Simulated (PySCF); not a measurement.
Identify the unknown among the candidates.

All candidates are C9H16.

| technique | computed result |
| --- | --- |
| 13C NMR | chemical shifts (computed TMS as zero) by class: 49.9 (2 C), 35.9 (2 C), 35.0 (2 C), 30.7 (2 C), 23.9 (1 C) ppm [GIAO PBE0/pcSseg-1] |
| Dipole | 0.10 D [PBE0/pcSseg-1] |
| 1H NMR | chemical shifts (computed TMS as zero) by class: 1.96 (2 H), 1.83 (2 H), 1.80 (2 H), 1.71 (2 H), 1.21 (2 H), 1.17 (2 H), 0.90 (2 H), 0.79 (2 H) ppm [GIAO PBE0/pcSseg-1] |
| Rotational structure | rotational constants A, B, C: 2.984, 1.358, 1.009 GHz [GFN2-xTB] |

The electronic properties come from PySCF, for the isolated species, density fitting. Levels stand in brackets. Geometry: GFN2-xTB, one conformer, isolated molecule. Each NMR value is the plain mean over a class of atoms that symmetry, rotation or inversion makes alike.

Problem. Which candidate is it?
A. `C#CC[C@@H](C)CC(C)C`
B. `C1CC[C@@H]2CCC[C@H]2C1`
C. `CC[C@@H]1C[C@H]2CC[C@@H]1C2`
D. `C[C@@H]1C[C@H]2CC[C@@H](C1)C2`

Solution. B. It is `C1CC[C@@H]2CCC[C@H]2C1`. Numbering: `[CH2:1]1[CH2:2][CH2:3][C@@H:4]2[CH2:5][CH2:6][CH2:7][C@H:8]2[CH2:9]1`. Its formula, C9H16, gives 2 degrees of unsaturation: 2 rings and 0 π bonds in the structure found. 9 carbons fall into 5 classes; from least to most shielded: sp3 carbon at a ring junction [C4/C8] (49.9 ppm, 2 C), ring CH2 carbon [C3/C9] (35.9 ppm, 2 C), ring CH2 carbon [C5/C7] (35.0 ppm, 2 C), ring CH2 carbon [C1/C2] (30.7 ppm, 2 C), ring CH2 carbon [C6] (23.9 ppm). Hydrogen classes from least to most shielded: 2 H on 2 ring CH2 carbons, C3/C9 (1.96 ppm), 2 H on 2 ring CH2 carbons, C5/C7 (1.83 ppm), 2 H on 2 ring CH2 carbons, C1/C2 (1.80 ppm), 2 H on a ring CH2 carbon, C6 (1.71 ppm), 2 H on 2 ring CH2 carbons, C1/C2 (1.21 ppm), 2 H on 2 ring CH2 carbons, C5/C7 (1.17 ppm), 2 H on 2 ring CH2 carbons, C3/C9 (0.90 ppm), 2 H on 2 like atoms (sp3 carbon at a ring junction), C4/C8 (0.79 ppm). The optimised geometry has point group C2 and is an asymmetric top.

The others, at the same levels:
- `C[C@@H]1C[C@H]2CC[C@@H](C1)C2` fails: it has 6 carbon classes against 5; its computed 13C shifts are 45.4 (2 C), 41.7 (1 C), 38.7 (2 C), 31.8 (2 C), 28.7 (1 C), 25.2 (1 C) ppm, 1H shifts are 2.10 (2 H), 1.78 (2 H), 1.53 (2 H), 1.52 (1 H), 1.47 (1 H), 1.46 (2 H), 1.14 (1 H), 0.97 (2 H), 0.89 (3 H) ppm and rotational constant A is 2.690 GHz (against 2.984 GHz).
- `CC[C@@H]1C[C@H]2CC[C@@H]1C2` fails: it has 9 carbon classes against 5; its computed 13C shifts are 47.3 (1 C), 47.1 (1 C), 40.5 (1 C), 39.8 (1 C), 37.0 (1 C), 34.3 (1 C), 33.3 (1 C), 31.6 (1 C), 13.7 (1 C) ppm, 1H shifts are 2.12 (1 H), 1.75 (1 H), 1.60 (1 H), 1.59 (1 H), 1.53 (1 H), 1.35 (1 H), 1.22 (1 H), 1.21 (1 H), 1.14 (1 H), 1.05 (1 H), 1.03 (1 H), 0.96 (1 H), 0.93 (1 H), 0.91 (3 H) ppm and rotational constant A is 3.322 GHz (against 2.984 GHz).
- `C#CC[C@@H](C)CC(C)C` fails: it has 9 carbon classes against 5; its computed 13C shifts are 86.5 (1 C), 77.2 (1 C), 46.2 (1 C), 31.3 (1 C), 28.1 (1 C), 26.9 (1 C), 24.0 (1 C), 23.2 (1 C), 22.1 (1 C) ppm, 1H shifts are 2.56 (1 H), 2.18 (1 H), 1.88 (1 H), 1.64 (1 H), 1.57 (1 H), 1.35 (1 H), 1.12 (3 H), 1.00 (3 H), 0.85 (3 H), 0.71 (1 H) ppm and rotational constant A is 2.115 GHz (against 2.984 GHz).

Each candidate is one conformer, not necessarily the lowest. The conformers computed, where there is a choice (atom-mapped SMILES and torsion angles):
- `[CH:1]#[C:2][CH2:3][C@@H:4]([CH3:5])[CH2:6][CH:7]([CH3:8])[CH3:9]`: C2–C3–C4–C5 -66°, C3–C4–C6–C7 58°, C4–C6–C7–C8 180°

The conformers of `C1CC[C@@H]2CCC[C@H]2C1`, `C[C@@H]1C[C@H]2CC[C@@H](C1)C2` and `CC[C@@H]1C[C@H]2CC[C@@H]1C2` aren't listed.
